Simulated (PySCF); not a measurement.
Working with the constants of GdI

ROHF-CCSD(T) constants of GdI, octet, about 7.0 electrons in the 4f shell (Mulliken) (basis Gd x2c-SVPall, I x2c-SVPall; spin-free X2C with a Gaussian nucleus; PySCF 2.14; masses 157.9241 and 126.9045 u):

- ωe: 192.6 cm⁻¹
- ωexe: 0.327 cm⁻¹
- Be: 0.030641 cm⁻¹
- αe: 6.88e-05 cm⁻¹
- D (centrifugal): 3.1e-09 cm⁻¹
- De to Gd (4f7 5d1 6s2) + I: 3.66 eV

Give the vibrational terms G(v) and spacings up to v = 6.

G(v) = ωe(v+½) − ωexe(v+½)².

| v | G(v) (cm⁻¹) | G(v) − G(v−1) | Bv (cm⁻¹) |
| --- | --- | --- | --- |
| 0 | 96.2 |  | 0.03061 |
| 1 | 288.2 | 191.9 | 0.03054 |
| 2 | 479.5 | 191.3 | 0.03047 |
| 3 | 670.1 | 190.6 | 0.03040 |
| 4 | 860.1 | 190.0 | 0.03033 |
| 5 | 1049.4 | 189.3 | 0.03026 |
| 6 | 1238.1 | 188.7 | 0.03019 |

How well does the Morse estimate ωe²/(4ωexe) reproduce De, and what is D0?

It gives 3.52 eV, 96 % of the computed De. D0 = De − G(0) = 3.66 − 0.01 = 3.65 eV.

Correlated steps freeze 36 core orbitals. Correlated levels converge slowly with the basis: in double zeta they bind strong bonds too weakly, by up to about 1 eV, and carry superposition errors of some tenths. These are scalar-relativistic numbers at best; spin–orbit coupling would shift them, the dissociation energy most. The state is the lowest single determinant that the PBE0 search found; with open d or f shells the true ground state can be another one.
